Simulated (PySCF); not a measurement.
A run for PySCF: R-HF/STO-3G on CH4GeS (SMILES [CH3][Ge][SH]), a point of a torsion scan.

```python
from pyscf import gto, scf, dft, mp
from pyscf.data.elements import chemcore

mol = gto.M(
    atom='''
    C    -1.08161230   -0.03614526   -0.06552321
    Ge    0.26091436    1.49402955    0.08967249
    S    -0.49963048    2.77030760   -1.59941666
    H    -0.60883027   -0.86296508   -0.59980049
    H    -2.01464594    0.20712581   -0.57232333
    H    -1.32461868   -0.40558992    0.93157638
    H    -1.49363522    2.00362782   -2.02043819
    ''',
    basis='sto-3g',
    charge=0, spin=0, verbose=3, max_memory=1800)
mf = scf.RHF(mol)
mf.conv_tol = 1e-8
mf.max_cycle = 100
mf.kernel()
if not mf.converged:
    mf = mf.newton().run(mf.mo_coeff, mf.mo_occ)
```

The log:

```
converged SCF energy = -2484.64617842686
```

The calculation finished and met its thresholds.

Cost: very roughly 0.3 core-seconds.
